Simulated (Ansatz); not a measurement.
```yaml
crystal:
  periodic: [false, false, false]
  atoms:
    - {symbol: Au, position_ang: [-2.488529, -1.271929, 0.208364]}
    - {symbol: Au, position_ang: [-1.722351, 4.129444, 0.143343]}
    - {symbol: Au, position_ang: [-0.430990, -3.147874, 0.177378]}
    - {symbol: Au, position_ang: [2.096072, -1.980541, 0.111964]}
    - {symbol: Au, position_ang: [0.007663, -0.303803, 0.147845]}
    - {symbol: Au, position_ang: [2.560333, 0.716017, 0.076424]}
    - {symbol: Au, position_ang: [0.450352, 2.567421, 0.107939]}
    - {symbol: Au, position_ang: [-2.119146, 1.439364, 0.174365]}
    - {symbol: Au, position_ang: [2.992695, 3.400301, 0.037578]}
basis:
  gaussian: {orbitals: def2-TZVPD}
magnetization: {spin_polarized: true, initial_magnetization: 1}
hamiltonian: {xc: pbe0, dispersion: d4}
scf: {omitted_lower_state_checks: [starts]}
output: {orbitals: {seedname: orbitals}}
```

```sh
$ ansatz run in.yaml --threads 4 --pin off --events-out ev --progress --plain --max-ram 4787MiB
```

Question: Does this run fit into the memory that it is given?

Answer: No. It has 387 basis functions, and Ansatz plans for 8 GiB where 5 GiB are given.
